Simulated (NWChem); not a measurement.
System: CH₃BF₂O; SMILES O(C)B(F)F

Input file for NWChem:

```
start job
memory heap 200 mb stack 900 mb global 1100 mb
geometry units angstroms noautosym nocenter noautoz
  B     -0.033204     0.525496     0.000000
  F     -0.726310     1.648284     0.000000
  F      1.291509     0.609568     0.000000
  O     -0.679918    -0.644523     0.000000
  C     -0.018738    -1.887566     0.000000
  H     -0.319313    -2.457254     0.892014
  H     -0.319313    -2.457254    -0.892014
  H      1.075597    -1.771746     0.000000
end
basis spherical
  * library 6-311g**
end
dft
  xc bhlyp
  iterations 150
end
tddft
  cis
  ecut -5.9
  nroots 6
  notriplet
end
task tddft energy
```

NWChem printed, in part:

```
             Northwest Computational Chemistry Package (NWChem) 7.3.0
             --------------------------------------------------------

                             Geometry "geometry" -> ""
                             -------------------------

 Output coordinates in angstroms (scale by  1.889725989 to convert to a.u.)

  No.       Tag          Charge          X              Y              Z
 ---- ---------------- ---------- -------------- -------------- --------------
    1 B                    5.0000    -0.03320400     0.52549600     0.00000000
    2 F                    9.0000    -0.72631000     1.64828400     0.00000000
    3 F                    9.0000     1.29150900     0.60956800     0.00000000
    4 O                    8.0000    -0.67991800    -0.64452300     0.00000000
    5 C                    6.0000    -0.01873800    -1.88756600     0.00000000
    6 H                    1.0000    -0.31931300    -2.45725400     0.89201400
    7 H                    1.0000    -0.31931300    -2.45725400    -0.89201400
    8 H                    1.0000     1.07559700    -1.77174600     0.00000000

 Effective nuclear repulsion energy (a.u.)     172.8774183538

                                 NWChem DFT Module
                                 -----------------

 Summary of "ao basis" -> "ao basis" (spherical)
 ------------------------------------------------------------------------------
       Tag                 Description            Shells   Functions and Types
 ---------------- ------------------------------  ------  ---------------------
 B                          6-311g**                 8       18   4s3p1d
 F                          6-311g**                 8       18   4s3p1d
 O                          6-311g**                 8       18   4s3p1d
 C                          6-311g**                 8       18   4s3p1d
 H                          6-311g**                 4        6   3s1p

            General Information
            -------------------
          SCF calculation type: DFT
          Wavefunction type:  closed shell.
          No. of atoms     :     8
          No. of electrons :    40
           Alpha electrons :    20
            Beta electrons :    20
          Charge           :     0
          Spin multiplicity:     1
          Use of symmetry is: off; symmetry adaption is: off
          Maximum number of iterations: 150
          AO basis - number of functions:   108
                     number of shells:    52
          Convergence on energy requested:  1.00D-06
          Convergence on density requested:  1.00D-05
          Convergence on gradient requested:  5.00D-04

[...]

                                NWChem TDDFT Module
                                -------------------

            General Information
            -------------------
           No. of orbitals :     216
            Alpha orbitals :     108
             Beta orbitals :     108
        Alpha frozen cores :       0
         Beta frozen cores :       0
     Alpha frozen virtuals :       0
      Beta frozen virtuals :       0
         Spin multiplicity :       1
    Number of AO functions :     108
        Use of symmetry is : off
      Symmetry adaption is : off
         Schwarz screening :  0.10D-07

              XC Information
              --------------
                 BHLYP Method XC Functional
              Hartree-Fock (Exact) Exchange   0.50
                 Slater Exchange Functional   0.50 local
             Becke 1988 Exchange Functional   0.50 non-local
       Lee-Yang-Parr Correlation Functional   1.00

             TDDFT Information
             -----------------
          Calculation type : Tamm-Dancoff TDDFT
         Wavefunction type : Restricted singlets
          No. of electrons :      40
           Alpha electrons :      20
            Beta electrons :      20
              No. of roots :       6
          Max subspacesize :    5200
            Max iterations :     100
               Target root :       1
           Target symmetry : none
             Energy Cutoff :-0.59D+01
      Symmetry restriction : off
                 Algorithm : Optimal
        Davidson threshold :  0.10D-03

    6 smallest eigenvalue differences (eV)
--------------------------------------------------------
  No. Spin  Occ  Vir  Irrep   E(Occ)    E(Vir)   E(Diff)
--------------------------------------------------------
    1    1    5   21 a        -7.209     0.077   198.261
    2    1    5   22 a        -7.209     0.099   198.855
    3    1    5   23 a        -7.209     0.123   199.505
    4    1    5   24 a        -7.209     0.141   200.004
    5    1    5   25 a        -7.209     0.144   200.062
    6    1    5   26 a        -7.209     0.206   201.760
--------------------------------------------------------

  Entering Davidson iterations
  Restricted singlet excited states

  Iter   NTrls   NConv    DeltaV     DeltaE      Time
  ----  ------  ------  ---------  ---------  ---------
    1      6       0     0.11E+00   0.10+100       11.2
    2     12       0     0.24E-01   0.41E-01       11.4
    3     18       0     0.57E-02   0.15E-02       12.5
    4     24       1     0.89E-03   0.33E-04       12.8
    5     29       6     0.78E-04   0.40E-06       11.6
  ----  ------  ------  ---------  ---------  ---------
  Convergence criterion met

  Ground state a        -339.787647031074 a.u.

  ----------------------------------------------------------------------------
  Root   1 singlet a              7.039154797 a.u.              191.5452 eV
  ----------------------------------------------------------------------------
     Transition Moments    X -0.00000   Y  0.00000   Z  0.15031
     Dipole Oscillator Strength                    0.1060221554
     Electric Quadrupole                           0.0000418799
     Magnetic Dipole                               0.0000652441
     Total Oscillator Strength                     0.1061292795

[...]
```

Level: BHandHLYP/6-311G** (spherical d), restricted-window TDA. All runs use the structure optimised with PBE0/def2-SVP. The quadrupole and magnetic terms of the printed total strengths depend on the origin.
